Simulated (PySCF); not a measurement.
**Peak assignment**

Bonds (- single, = double, # triple, : aromatic): C1=C2, C2-C3, C3-C4, C4=O5, C4-Cl6, C3=C7, C7-C8, C7-C9, C9-C10. C1 carries H11, H12; C2 carries H13; C8 carries H14, H15, H16; C9 carries H17, H18; C10 carries H19, H20, H21. Stereochemistry as in C=C/C(C(=O)Cl)=C(\C)CC. H12 is cis to C3; H11 is trans to C3.

PySCF calculation with GFN2-xTB geometry and PBE0/pcSseg-1 with gauge-including orbitals; one averaged value for each set of equivalent atoms, in vacuum, no relativistic terms, single conformer.

Shifts are taken against calculated references (same method and geometry level): $^{13}$C and $^{1}$H against TMS.

Q: Assign these signals to the numbered atoms. $^{13}$C{$^{1}$H} NMR (computed): δ 177.3 (C), 171.8 (C), 142.4 (CH), 136.7 (C), 132.9 (CH2), 36.3 (CH2), 25.3 (CH3), 15.7 (CH3).

A: 
| δ (ppm) | atoms | environment | reason |
| --- | --- | --- | --- |
| 177.3 | C4 | carbonyl carbon | – |
| 171.8 | C7 | β carbon of a C=C–C=O unit | conjugation with the carbonyl draws π density from the β position |
| 142.4 | C2 | alkene CH | an sp2 carbon of a C=C bond |
| 136.7 | C3 | α carbon of a C=C–C=O unit | as expected for a trigonal carbon in a double bond |
| 132.9 | C1 | terminal =CH2 carbon | the olefinic region |
| 36.3 | C9 | allylic sp3 CH2 | a saturated carbon with 2 carbon neighbours and no heteroatom attached |
| 25.3 | C8 | allylic methyl carbon | saturated and bonded to C and H only |
| 15.7 | C10 | methyl carbon | aliphatic region, no heteroatom directly attached |

Q: Assign these signals to the numbered atoms. $^{1}$H NMR (300 MHz, computed): δ 6.62 (m, 1H), 5.97 (m, 1H), 5.72 (m, 1H), 2.48 (q, 2H), 2.05 (s, 3H), 1.20 (t, 3H).

A: 
| δ (ppm) | atoms | environment | reason |
| --- | --- | --- | --- |
| 6.62 | H13 | hydrogen on an alkene CH | a vinylic proton, deshielded by the sp2 carbon and the C=C anisotropy |
| 5.97 | H11 | hydrogen on a terminal =CH2 carbon | attached to an sp2 carbon and in the plane of the double bond |
| 5.72 | H12 | hydrogen on a terminal =CH2 carbon | – |
| 2.48 | H17/H18 | hydrogen on an allylic sp3 CH2 | allylic position |
| 2.05 | H14/H15/H16 | hydrogen on an allylic methyl carbon | allylic position |
| 1.20 | H19/H20/H21 | hydrogen on a methyl carbon | – |

Carbons that carry Cl, above all several Cl atoms, come out too deshielded, partly because spin–orbit coupling is missing. Shifts are as computed. Against solution values, carbons near 30 ppm lie about +3 ppm off and those near 130 ppm about +5 ppm; carbons on Cl a further +6 ppm. Of 1211 compounds with measured shifts, 218 miss one by over three times the rms of a fit or turn the order of signals round; such compounds aren't used in these exercises. Multiplicities follow the n + 1 count of equivalent neighbours, as no J values were calculated; m marks all less simple cases, F and P coupling included.
